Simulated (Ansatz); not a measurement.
```yaml
crystal:
  periodic: [false, false, false]
  atoms:
    - {symbol: C, position_ang: [0.537538, 6.604332, 8.297029]}
    - {symbol: C, position_ang: [-0.608811, 7.326149, 5.031663]}
    - {symbol: C, position_ang: [0.989484, 5.393654, 3.245500]}
    - {symbol: C, position_ang: [0.051241, 5.598394, -0.042832]}
    - {symbol: C, position_ang: [1.579002, 3.627338, -2.145301]}
    - {symbol: C, position_ang: [-0.203090, 0.194285, -2.435068]}
    - {symbol: C, position_ang: [0.985411, -1.771868, -4.408489]}
    - {symbol: C, position_ang: [-0.539509, -4.734109, -4.588240]}
    - {symbol: C, position_ang: [-0.196195, -6.585365, -1.390771]}
    - {symbol: C, position_ang: [-1.282011, -9.570648, -1.469919]}
    - {symbol: S, position_ang: [-0.104986, -11.689354, -4.360989]}
    - {symbol: H, position_ang: [2.492361, 6.652652, 8.896789]}
    - {symbol: H, position_ang: [-0.411980, 8.267089, 9.937149]}
    - {symbol: H, position_ang: [-0.660212, 4.345514, 9.113904]}
    - {symbol: H, position_ang: [0.843721, 9.643322, 4.509424]}
    - {symbol: H, position_ang: [-2.865001, 7.482854, 4.960975]}
    - {symbol: H, position_ang: [3.275468, 4.409325, 3.236367]}
    - {symbol: H, position_ang: [-0.459160, 2.916377, 3.481919]}
    - {symbol: H, position_ang: [0.711242, 7.939328, -0.813794]}
    - {symbol: H, position_ang: [-2.057907, 6.002973, -0.178886]}
    - {symbol: H, position_ang: [3.631030, 3.552851, -1.913047]}
    - {symbol: H, position_ang: [0.968942, 4.333933, -4.721909]}
    - {symbol: H, position_ang: [-2.416598, 0.675384, -2.584084]}
    - {symbol: H, position_ang: [-0.014247, -0.162477, 0.239383]}
    - {symbol: H, position_ang: [0.916341, -1.023422, -6.807480]}
    - {symbol: H, position_ang: [3.201761, -2.191231, -4.230476]}
    - {symbol: H, position_ang: [-2.992958, -4.557701, -4.782213]}
    - {symbol: H, position_ang: [0.261559, -6.334620, -6.233616]}
    - {symbol: H, position_ang: [2.477569, -6.676847, -1.216791]}
    - {symbol: H, position_ang: [-0.869475, -5.576224, 0.199276]}
    - {symbol: H, position_ang: [-3.541535, -9.372116, -1.964916]}
    - {symbol: H, position_ang: [-1.452607, -10.826369, 0.582071]}
    - {symbol: H, position_ang: [-1.070005, -14.688595, -3.520296]}
basis:
  gaussian: {orbitals: def2-mTZVP, nuclear_model: gaussian}
magnetization: {spin_polarized: true, initial_magnetization: 0}
hamiltonian: {xc: {name: HSE06}}
accuracy: high
output: {forces: true}
```

```sh
$ ansatz run in.yaml --threads 11 --pin off --events-out ev --progress --plain --max-ram 174080MiB --backend cuda --devices 0, --max-vram 75GiB
```

Shortened log:

```
Functional definition: HSE06
5958 factors; integrals over basis functions are off by at most 2.6e-7 eV
466 factors; integrals over basis functions are off by at most 1.1e-9 eV
mean field evaluation 1: about -21375.3784 eV, gradient 4.3e1 eV
mean field evaluation 2: about -20092.9974 eV, gradient 2.5e2 eV
mean field evaluation 4: about -20723.9970 eV, gradient 1.9e2 eV
mean field evaluation 8: about -21402.4598 eV, gradient 2.4e0 eV
mean field evaluation 16: about -21412.1640 eV, gradient 4.6e0 eV
mean field evaluation 32: about -21421.5270 eV, gradient 1.2e-2 eV
mean field evaluation 160: about -21421.6879 eV, gradient 1.6e-1 eV
mean field evaluation 256: about -21421.6266 eV, gradient 1.3e-3 eV
mean field evaluation 320: about -21421.4034 eV, gradient 2.3e-2 eV
mean field -21421.71361991 eV, -787.2334553727 hartree, gradient 3.2e-8 eV, S^2 17.475296; 12 other end points of the search recorded, 0 dependent functions left out
reference -21421.71363937 eV, -787.2334560877 hartree; 49, 49 occupied and 229, 229 virtual orbitals, 5958 factors
Total energy: -21421.71363937 eV, -787.2334560877 hartree
Atom 0 at     0.537538     6.604332     8.297029 Å, force     1.566336     0.148492     0.932762 eV/Å
Atom 1 at    -0.608811     7.326149     5.031663 Å, force    -0.779956     0.002474    -0.117147 eV/Å
Atom 2 at     0.989484     5.393654     3.245500 Å, force     0.203922    -0.167347     0.003166 eV/Å
Atom 3 at     0.051241     5.598394    -0.042832 Å, force    -1.169951     0.570426    -0.254361 eV/Å
Atom 4 at     1.579002     3.627338    -2.145301 Å, force     1.713038     0.020693     0.157219 eV/Å
Atom 5 at    -0.203090     0.194285    -2.435068 Å, force    -0.873115     0.071476    -0.083703 eV/Å
Atom 6 at     0.985411    -1.771868    -4.408489 Å, force     0.825963     0.032370    -0.196946 eV/Å
Atom 7 at    -0.539509    -4.734109    -4.588240 Å, force    -0.050830    -0.323011    -0.360197 eV/Å
Atom 8 at    -0.196195    -6.585365    -1.390771 Å, force    -0.531343     0.965315     1.710120 eV/Å
Atom 9 at    -1.282011    -9.570648    -1.469919 Å, force    -0.804912    -0.172479     0.263710 eV/Å
Atom 10 at    -0.104986   -11.689354    -4.360989 Å, force    -0.094355    -0.024181     0.168296 eV/Å
Atom 11 at     2.492361     6.652652     8.896789 Å, force    -1.909431    -0.034691    -0.614682 eV/Å
Atom 12 at    -0.411980     8.267089     9.937149 Å, force     0.185760    -0.298355    -0.323351 eV/Å
Atom 13 at    -0.660212     4.345514     9.113904 Å, force     0.111244     0.196265    -0.087449 eV/Å
Atom 14 at     0.843721     9.643322     4.509424 Å, force    -0.054286    -0.019662     0.034565 eV/Å
Atom 15 at    -2.865001     7.482854     4.960975 Å, force     1.036230    -0.067956     0.033837 eV/Å
Atom 16 at     3.275468     4.409325     3.236367 Å, force    -0.459485     0.214267     0.004159 eV/Å
Atom 17 at    -0.459160     2.916377     3.481919 Å, force     0.048189     0.033527    -0.022654 eV/Å
Atom 18 at     0.711242     7.939328    -0.813794 Å, force    -0.115407    -0.402424     0.143161 eV/Å
Atom 19 at    -2.057907     6.002973    -0.178886 Å, force     1.401673    -0.261867     0.132923 eV/Å
Atom 20 at     3.631030     3.552851    -1.913047 Å, force    -1.849190     0.072167    -0.219234 eV/Å
Atom 21 at     0.968942     4.333933    -4.721909 Å, force     0.052680    -0.039087     0.200937 eV/Å
Atom 22 at    -2.416598     0.675384    -2.584084 Å, force     0.983838    -0.220399     0.090641 eV/Å
Atom 23 at    -0.014247    -0.162477     0.239383 Å, force    -0.010111     0.026881    -0.193371 eV/Å
Atom 24 at     0.916341    -1.023422    -6.807480 Å, force     0.025111    -0.129150     0.463540 eV/Å
Atom 25 at     3.201761    -2.191231    -4.230476 Å, force    -1.007316     0.162931    -0.096165 eV/Å
Atom 26 at    -2.992958    -4.557701    -4.782213 Å, force     0.357220    -0.019857     0.012029 eV/Å
Atom 27 at     0.261559    -6.334620    -6.233616 Å, force    -0.223976     0.403162     0.409197 eV/Å
Atom 28 at     2.477569    -6.676847    -1.216791 Å, force    -0.267434     0.028981    -0.015912 eV/Å
Atom 29 at    -0.869475    -5.576224     0.199276 Å, force     0.758336    -1.119922    -1.752228 eV/Å
Atom 30 at    -3.541535    -9.372116    -1.964916 Å, force     0.852801    -0.096415     0.176409 eV/Å
Atom 31 at    -1.452607   -10.826369     0.582071 Å, force     0.041607     0.328893    -0.567957 eV/Å
Atom 32 at    -1.070005   -14.688595    -3.520296 Å, force     0.037151     0.118483    -0.031316 eV/Å
Dipole moment:    -0.184481    -0.120236     0.045252 e Å
```

Question: What is wrong with this run?

Answer: The geometry is stretched to more than twice its size. Self-consistency was reached. The result belongs to that input, not to the molecule as meant.

HSE06 is defined as in plane-wave codes.
